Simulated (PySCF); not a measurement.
A GIAO shielding run with PySCF 2.14 (density fitting, non-relativistic, gas phase) on `[SiH2]1O[SiH](CCC)O[SiH2]O1`, C3H12O3Si3:

```
{"job": {"kind": "nmr", "xc": "PBE0", "basis": "pcSseg-1"}, "charge": 0, "multiplicity": 1}
C      2.735603    -0.636288    -0.273532
C      2.487602     0.659521     0.485326
C      1.093460     1.224198     0.222177
Si    -0.287051     0.088321     0.835269
O     -0.603923    -1.080400    -0.255741
Si    -1.996022    -1.523413    -0.966438
O     -3.185387    -0.548208    -0.445256
Si    -3.156520     0.730428     0.557506
O     -1.632227     0.984480     1.050954
H      3.731026    -1.021837    -0.062551
H      2.001933    -1.385100     0.010856
H      2.649699    -0.469049    -1.344747
H      2.601815     0.480301     1.556061
H      3.240726     1.396468     0.191960
H      0.988164     1.417749    -0.847811
H      1.005362     2.187698     0.725802
H     -0.060450    -0.603449     2.101455
H     -1.832141    -1.281731    -2.391197
H     -2.314449    -2.861541    -0.496380
H     -3.941117     0.363750     1.725054
H     -3.535022     1.895044    -0.224536
```

Hardware: 1 thread of an x86-64 server CPU, shared host. The job also computes population analyses, field gradients.

**Question.** How large is the calculation?

**Answer.** 96 electrons, 234 basis functions and 1287 auxiliary functions.

**Question.** How long does it take?

**Answer.** 52 s of wall time, with 13 SCF cycles and 4 response iterations. Times on a shared host scatter by some tens of per cent.
